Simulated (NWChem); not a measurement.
System: CH₉NSi₂; SMILES NC([SiH3])[SiH3]

Input file for NWChem:

```
start job
memory heap 200 mb stack 900 mb global 1100 mb
geometry units angstroms noautosym nocenter noautoz
  N      1.757946     0.084676     0.169165
  C      0.412865     0.012696    -0.415955
  Si    -0.507980    -1.595849     0.004721
  Si    -0.515597     1.602759     0.036460
  H      2.340943    -0.691133    -0.141833
  H      1.713931     0.023383     1.185439
  H      0.505543     0.060699    -1.517620
  H      0.343909    -2.759330    -0.402509
  H     -0.706504    -1.675368     1.486728
  H     -1.839843    -1.712844    -0.668653
  H     -0.553282     1.739724     1.526410
  H     -1.922604     1.546480    -0.469683
  H      0.171355     2.796052    -0.540421
end
basis spherical
  N library def2-svp
  C library def2-svp
  Si library def2-svp
  H library def2-svp
end
dft
  xc m05-2x
  iterations 150
end
cosmo
  do_cosmo_smd true
  solvent toluene
end
task dft energy
```

NWChem printed, in part:

```
             Northwest Computational Chemistry Package (NWChem) 7.3.0
             --------------------------------------------------------

                             Geometry "geometry" -> ""
                             -------------------------

 Output coordinates in angstroms (scale by  1.889725989 to convert to a.u.)

  No.       Tag          Charge          X              Y              Z
 ---- ---------------- ---------- -------------- -------------- --------------
    1 N                    7.0000     1.75794600     0.08467600     0.16916500
    2 C                    6.0000     0.41286500     0.01269600    -0.41595500
    3 Si                  14.0000    -0.50798000    -1.59584900     0.00472100
    4 Si                  14.0000    -0.51559700     1.60275900     0.03646000
    5 H                    1.0000     2.34094300    -0.69113300    -0.14183300
    6 H                    1.0000     1.71393100     0.02338300     1.18543900
    7 H                    1.0000     0.50554300     0.06069900    -1.51762000
    8 H                    1.0000     0.34390900    -2.75933000    -0.40250900
    9 H                    1.0000    -0.70650400    -1.67536800     1.48672800
   10 H                    1.0000    -1.83984300    -1.71284400    -0.66865300
   11 H                    1.0000    -0.55328200     1.73972400     1.52641000
   12 H                    1.0000    -1.92260400     1.54648000    -0.46968300
   13 H                    1.0000     0.17135500     2.79605200    -0.54042100

 Effective nuclear repulsion energy (a.u.)     222.5513035563

                                 NWChem DFT Module
                                 -----------------

 Summary of "ao basis" -> "ao basis" (spherical)
 ------------------------------------------------------------------------------
       Tag                 Description            Shells   Functions and Types
 ---------------- ------------------------------  ------  ---------------------
 N                          def2-svp                 6       14   3s2p1d
 C                          def2-svp                 6       14   3s2p1d
 Si                         def2-svp                 8       18   4s3p1d
 H                          def2-svp                 3        5   2s1p

 in cosmo_initialize ...
 calling solv_data for solv:toluene

 solvent parameters
 solvname_short: toluene
 solvname_long:  toluene
 dielec:        2.3741
 dielecinf:     2.2383
 nonaqueous SMD model solvent descriptors
 dielec:        2.3741
 sola:          0.0000
 solb:          0.1400
 solc:          0.8570
 solg:         40.2000
 solh:          0.0000
 soln:          1.4961

          ---------------
          -cosmo- solvent
          ---------------
 Cosmo: York-Karplus, doi: 10.1021/jp992097l
 dielectric constant -eps-     =   2.37
 screen = (eps-1)/(eps    )    =   0.57879
 surface charge correction     = lagrangian

   van der Waals surface
 --------------------------

[...]

                                COSMO-SMD solvation results
                                ---------------------------

             internal energy in gas <Psi(g)|H|Psi(g)> =      -676.931813957428
         internal energy in solvent <Psi(s)|H|Psi(s)> =      -676.931570933827
                               delta internal energy  =         0.000243023601 (    0.15 kcal/mol)
   total free energy in solvent <Psi(s)|H+V/2|Psi(s)> =      -676.935651528681
 polarization energy contribution <Psi(s)|V/2|Psi(s)> =        -0.004080594854 (   -2.56 kcal/mol)
    total free energy in solvent including G(SMD-CDS) =      -676.934993370411
                       G(SMD-CDS) energy contribution =         0.000658158270 (    0.41 kcal/mol)
     1 M fixed-concentration free energy of solvation =        -0.003179412983 (   -2.00 kcal/mol)

                       DFT Final Molecular Orbital Analysis
                       ------------------------------------

 Vector   23  Occ=2.000000D+00  E=-3.884242D-01
              MO Center= -3.2D-01,  7.2D-01, -1.7D-01, r^2= 5.7D+00
   Bfn.  Coefficient  Atom+Function         Bfn.  Coefficient  Atom+Function
  ----- ------------  ---------------      ----- ------------  ---------------
   105      0.290295  13 H  s               106      0.178234  13 H  s
   100     -0.176742  12 H  s                54      0.163917   4 Si px
    90      0.152578  10 H  s                80     -0.143828   8 H  s
     5      0.127365   1 N  py               37      0.120954   3 Si py
    55      0.120012   4 Si py               20      0.118690   2 C  pz

 Vector   24  Occ=2.000000D+00  E=-3.704038D-01
              MO Center=  1.3D-01, -2.4D-01, -5.8D-02, r^2= 4.2D+00
   Bfn.  Coefficient  Atom+Function         Bfn.  Coefficient  Atom+Function
  ----- ------------  ---------------      ----- ------------  ---------------
    80     -0.210417   8 H  s                19     -0.208361   2 C  py
    18      0.205901   2 C  px               20     -0.195521   2 C  pz
    75      0.181610   7 H  s                55      0.171813   4 Si py
    81     -0.156732   8 H  s                 4      0.141560   1 N  px
    95      0.137057  11 H  s                85      0.133653   9 H  s

 Vector   25  Occ=2.000000D+00  E=-2.900957D-01
              MO Center=  1.1D+00, -5.4D-03, -5.2D-02, r^2= 2.8D+00
   Bfn.  Coefficient  Atom+Function         Bfn.  Coefficient  Atom+Function
  ----- ------------  ---------------      ----- ------------  ---------------
     5      0.403100   1 N  py                8     -0.352482   1 N  py
    19      0.259569   2 C  py               22      0.210555   2 C  py
     3     -0.195499   1 N  s                31     -0.186825   3 Si s
     4      0.178684   1 N  px                7     -0.177191   1 N  px
    37     -0.168942   3 Si py                2     -0.128272   1 N  s

 Vector   26  Occ=0.000000D+00  E= 5.730477D-02
              MO Center= -2.5D-01, -1.8D-01,  4.0D-02, r^2= 6.9D+00
   Bfn.  Coefficient  Atom+Function         Bfn.  Coefficient  Atom+Function
  ----- ------------  ---------------      ----- ------------  ---------------
    17      1.643602   2 C  s                40     -0.818401   3 Si py
    58      0.700939   4 Si py               57     -0.508660   4 Si px
    39     -0.504711   3 Si px               76     -0.403372   7 H  s
     3      0.357234   1 N  s                21     -0.350249   2 C  px
    91     -0.332432  10 H  s               101     -0.320339  12 H  s

 Vector   27  Occ=0.000000D+00  E= 7.036507D-02
              MO Center= -4.1D-01, -1.1D-01,  1.4D-01, r^2= 6.0D+00
   Bfn.  Coefficient  Atom+Function         Bfn.  Coefficient  Atom+Function
  ----- ------------  ---------------      ----- ------------  ---------------
    81     -0.826133   8 H  s               106     -0.800224  13 H  s
    39      0.771357   3 Si px               57      0.611259   4 Si px
    58      0.583893   4 Si py               40     -0.535711   3 Si py
    91      0.487843  10 H  s               101      0.409954  12 H  s
     3     -0.261222   1 N  s                59     -0.261286   4 Si pz

 Vector   28  Occ=0.000000D+00  E= 9.457644D-02
              MO Center= -1.6D-01, -1.2D-01, -2.3D-01, r^2= 6.9D+00
   Bfn.  Coefficient  Atom+Function         Bfn.  Coefficient  Atom+Function
  ----- ------------  ---------------      ----- ------------  ---------------
    41      0.954740   3 Si pz               59      0.927844   4 Si pz
    96     -0.714875  11 H  s                86     -0.705465   9 H  s
    17      0.655978   2 C  s                 3     -0.648953   1 N  s
    91      0.556437  10 H  s                66      0.466154   5 H  s
   101      0.437021  12 H  s                81      0.401952   8 H  s

     Multipole analysis of the density
     ---------------------------------

     L   x y z        total         alpha         beta         nuclear
     -   - - -        -----         -----         ----         -------
     0   0 0 0     -0.000000    -25.000000    -25.000000     50.000000

     1   1 0 0      0.198794     -0.378876     -0.378876      0.956545
     1   0 1 0     -0.421238     -0.298785     -0.298785      0.176332
     1   0 0 1     -0.040910      0.241445      0.241445     -0.523800

     2   2 0 0    -33.114233    -99.936504    -99.936504    166.758775
     2   1 1 0     -2.475691      0.127025      0.127025     -2.729740
     2   1 0 1      0.708887     -2.670831     -2.670831      6.050550
     2   0 2 0    -34.509067   -193.561158   -193.561158    352.613249
     2   0 1 1      0.113770     -1.725282     -1.725282      3.564333
     2   0 0 2    -31.181475    -34.603011    -34.603011     38.024547
```

Level: M05-2X/def2-SVP, SMD on the gas-phase geometry. Structure relaxed at the PBE0/def2-SVP level. No frequency run checked for a minimum. Solvent: toluene.
